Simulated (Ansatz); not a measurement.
Consider the formal exchange of groups at a C–S bond: `C=C(O)SC` + `BCCN` → `BCC(C)N` + `C=C(O)S`.

Program: Ansatz. Geometries: PBE0-D4/def2-TZVP. ΔE: electronic, gas phase. CCSD(T)/CBS is the MP2 limit (def2-TZVPP, def2-QZVPP) plus CCSD(T) − MP2 in def2-TZVPP, frozen cores. DFT in def2-TZVPP. One conformer a species, not always the lowest.

`C=C(O)SC`:

Cartesian coordinates in Å:
```
C -0.896 -0.650 -1.701
C -0.471 0.194 -0.768
O -1.323 1.057 -0.155
S 1.223 0.290 -0.295
C 1.105 -0.116 1.462
H -1.919 -0.604 -2.054
H -0.226 -1.391 -2.111
H -0.811 1.807 0.166
H 2.108 0.006 1.873
H 0.427 0.555 1.987
H 0.783 -1.148 1.595
```

`BCCN`:

Z-matrix (Å, degrees):
```
C
C 1 1.526
B 1 1.550 2 118.2
H 1 1.109 2 109.3 3 -115.7
H 1 1.098 2 111.3 3 131.0
N 2 1.453 1 116.8 3 173.8
H 2 1.095 1 109.2 3 -63.9
H 2 1.095 1 109.1 3 51.0
H 3 1.198 1 120.3 2 167.6
H 3 1.200 1 121.3 2 -15.5
H 6 1.013 2 110.4 1 -58.3
H 6 1.013 2 110.4 1 59.2
```

`BCC(C)N`:

Cartesian coordinates in Å:
```
B -1.032 0.270 1.860
C -0.194 0.813 0.679
C 0.577 -0.176 -0.181
C -0.378 -1.046 -0.992
N 1.555 0.544 -0.990
H -0.877 -0.845 2.275
H -1.811 0.984 2.424
H -0.776 1.503 0.052
H 0.530 1.479 1.188
H 1.146 -0.830 0.491
H 0.171 -1.763 -1.608
H -0.987 -0.426 -1.659
H -1.055 -1.611 -0.345
H 2.053 -0.097 -1.596
H 1.078 1.203 -1.597
```

`C=C(O)S`:

Z-matrix (Å, degrees):
```
C
C 1 1.328
H 1 1.083 2 120.0
H 1 1.079 2 120.5 3 179.3
O 2 1.355 1 121.8 3 -5.5
S 2 1.767 1 121.7 3 172.0
H 5 0.963 2 108.6 1 156.8
H 6 1.347 2 96.3 1 126.7
```

```csv
level,ΔE (kJ/mol),difference from CCSD(T)/CBS
PBE-D4,-11.2,4.8
r2SCAN-D4,-13.7,2.3
PBE0-D4,-12.9,3.1
ωB97X-V,-14.3,1.7
ωB97M-V,-15.3,0.7
PBE,-9.8,6.2
PBE0,-11.7,4.3
SCS-MP2/def2-QZVPP,-14.3,1.7
MP2/CBS(def2),-15.0,1.0
CCSD/CBS(def2),-16.3,-0.3
CCSD(T)/CBS,-16.0,0
```

Largest T1 diagnostic among the species: 0.012.

In def2-TZVPP, CCSD(T) changes the Hartree–Fock value by −6.5 kJ/mol (the triples alone add +0.3 kJ/mol) and MP2 by −5.4 kJ/mol.
